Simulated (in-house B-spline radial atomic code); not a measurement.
Stripping boron of all its electrons. The total binding energy is the sum of the 5 successive ionisation energies. Configuration: [He] 2s2 (2p1/2)1. Method: Dirac-Hartree-Fock, average of the jj configuration, Fermi nucleus of rms radius 2.406 fm. Calculated with an all-electron radial atomic-structure program (B-spline basis).

Dirac-Coulomb total energy: -24.5366 hartree. First-order corrections (hartree): Breit 0.001506, self-energy 0.0008746, vacuum polarisation -3.586e-05, recoil 0.0012.

(1) What total binding energy follows, and how does it compare with the sum of NIST's ionisation energies?

(2) What share of the binding belongs to the last two electrons?

Answers

(1) 667.58 eV from the corrected total, against 670.98 ± 8.7e-05 eV from NIST's table (measured, semi-empirical and theoretical entries, uncertainties added in quadrature). The table binds 3.4 eV more, 0.68 eV per electron, the size expected of the correlation energy that Hartree-Fock leaves out.

(2) 89 % by NIST's values (599.6 eV).
